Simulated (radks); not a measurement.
The numbers below are computed, except where a source is named.
Nb I, configuration [Kr] 4d4 5s1. Level of theory: scalar-relativistic Kohn-Sham, LDA (Slater exchange, VWN5 correlation), spin-polarised, spherical densities, point nucleus; open shells are filled with parallel spins first (spin-orbit coupling, left out, can overturn this in heavy ions); hard spherical wall at 1.5 bohr (a radial shooting solver on a logarithmic mesh with Libxc functionals).

Normalised radial functions P(r) = r R(r), r in bohr:

r	4d up	4d down	5s up
0.001914	0.0000	0.0000	0.1016
0.002414	0.0000	0.0000	0.1240
0.00302	0.0000	0.0000	0.1495
0.003778	0.0001	0.0001	0.1791
0.004727	0.0001	0.0001	0.2126
0.005961	0.0002	0.0002	0.2508
0.007457	0.0004	0.0004	0.2899
0.00933	0.0008	0.0008	0.3286
0.01167	0.0015	0.0015	0.3628
0.0146	0.0028	0.0028	0.3866
0.01842	0.0053	0.0053	0.3913
0.02304	0.0097	0.0097	0.3658
0.02882	0.0174	0.0174	0.2991
0.03606	0.0308	0.0308	0.1814
0.04548	0.0545	0.0545	0.0028
0.0569	0.0921	0.0921	-0.2123
0.07118	0.1507	0.1506	-0.4351
0.08905	0.2371	0.2370	-0.6044
0.1114	0.3558	0.3556	-0.6397
0.1405	0.5097	0.5094	-0.4578
0.1758	0.6706	0.6699	-0.0565
0.2199	0.8062	0.8050	0.4654
0.2751	0.8603	0.8586	0.8757
0.347	0.7631	0.7610	0.8740
0.4341	0.4750	0.4721	0.2992
0.5431	-0.0026	-0.0071	-0.6250
0.6794	-0.5955	-0.6006	-1.2190
0.85	-1.1273	-1.1298	-0.6776
1.072	-1.2807	-1.2793	0.8767
1.341	-0.6392	-0.6385	1.0198

4d up: eigenvalue 165.65 eV, 1 radial node at r = 0.542 bohr, <r> = 0.885 bohr, 90 % of the charge inside 1.23 bohr. 4d down (empty): eigenvalue 170.87 eV, 1 radial node at r = 0.541 bohr, <r> = 0.885 bohr, 90 % of the charge inside 1.23 bohr. 5s up: eigenvalue 403.72 eV, 4 radial nodes at r = 0.0456, 0.180, 0.468, 0.945 bohr, <r> = 0.881 bohr, 90 % of the charge inside 1.31 bohr.
